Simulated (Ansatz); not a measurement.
Relaxation of BClFH2O (6 atoms, charge 0, multiplicity 2), to a largest force component of 0.03 eV/Å in at most 50 steps.

All numbers below come from UHF/def2-SVP (Ansatz).

```xyz
6
Properties=species:S:1:pos:R:3
B -0.008 -0.066 -0.091
Cl -0.219 -0.012 1.727
H 1.064 0.169 -0.550
O -1.040 -0.371 -0.862
H -1.855 -0.542 -0.413
F 0.137 -0.024 4.413
```

Q: Where does it end, and by what steps?

A: The run converged. The force dipped under the threshold on the way, but the program's further checks kept it going. After 15 steps the energy has fallen by 0.093 eV; F6 moved furthest, 0.56 Å.

```tsv
step	energy less start (eV)	largest force component (eV/Å)	accepted
0	0.0000	1.163	yes
1	-0.0423	0.634	yes
2	-0.0566	0.684	yes
3	-0.0792	0.279	yes
4	-0.0859	0.165	yes
5	-0.0885	0.182	yes
6	-0.0898	0.041	yes
7	-0.0904	0.021	yes
8	-0.0883	0.294	no
9	-0.0913	0.066	yes
10	-0.0911	0.184	no
11	-0.0918	0.063	yes
12	-0.0908	0.199	no
13	-0.0923	0.014	yes
14	-0.0926	0.008	yes
15	-0.0931	0.012	yes
```

```xyz
6
Properties=species:S:1:pos:R:3
B -0.091 -0.081 -0.065
Cl -0.655 0.057 1.621
H 1.056 0.115 -0.310
O -0.941 -0.399 -1.037
H -1.839 -0.541 -0.772
F 0.549 0.003 4.786
```

Whether the end is a true minimum wasn't checked by a vibrational analysis.

Run time: 67 s on 1 thread of Arm Neoverse V1, on a shared host, peak memory 0.15 GiB.
